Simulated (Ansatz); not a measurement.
Ansatz (a first-principles code) input (PBE0/6-31G*):

Ansatz 0.2 input:
```yaml
crystal:
  periodic: [false, false, false]
  atoms:
    - {symbol: N, position_ang: [-0.84752126, 1.38383139, -0.56316802]}
    - {symbol: Si, position_ang: [-0.00111640, 0.00443984, -0.01389693]}
    - {symbol: N, position_ang: [-1.19672257, -1.18325293, 0.27320153]}
    - {symbol: N, position_ang: [0.91959424, -0.01285637, 1.44334120]}
    - {symbol: O, position_ang: [1.10504587, -0.19367876, -1.22963913]}
    - {symbol: H, position_ang: [-1.61422646, 1.77852336, -0.04583409]}
    - {symbol: H, position_ang: [-0.39944362, 2.05702449, -1.16188106]}
    - {symbol: H, position_ang: [-0.97872700, -2.04037028, 0.75405548]}
    - {symbol: H, position_ang: [-1.96722473, -1.29212511, -0.36554572]}
    - {symbol: H, position_ang: [1.76720827, 0.52983391, 1.50298398]}
    - {symbol: H, position_ang: [0.44190831, -0.02498262, 2.33113185]}
    - {symbol: H, position_ang: [1.79831490, -0.83468599, -1.05686355]}
basis:
  gaussian:
    orbitals: 6-31G*
hamiltonian:
  xc: {name: PBE0}
```

End of the output:

```
integrals: 0.05 GiB planned
923 factors; integrals over basis functions are off by at most 8.9e-4 eV
0.16 GiB of the device are held for the grids
0.66 GiB of device memory are held for the factors and their scratch space
mean field: 0.19 GiB planned
mean field evaluation 1: about -14485.7810 eV, gradient 9.0e1 eV
mean field evaluation 2: about -14477.7411 eV, gradient 1.1e2 eV
mean field evaluation 4: about -14500.6321 eV, gradient 3.4e0 eV
mean field evaluation 8: about -14500.9839 eV, gradient 1.8e-1 eV
mean field evaluation 16: about -14500.9840 eV, gradient 2.1e-4 eV
mean field -14500.98401502 eV, -532.9013334319 hartree, gradient 1.4e-5 eV, S^2 0.000000; 0 other end points of the search recorded, 0 dependent functions left out
reference -14500.98403984 eV, -532.9013343440 hartree; 25, 25 occupied and 68, 68 virtual orbitals, 923 factors
Total energy: -14500.98403984 eV, -532.9013343440 hartree
```
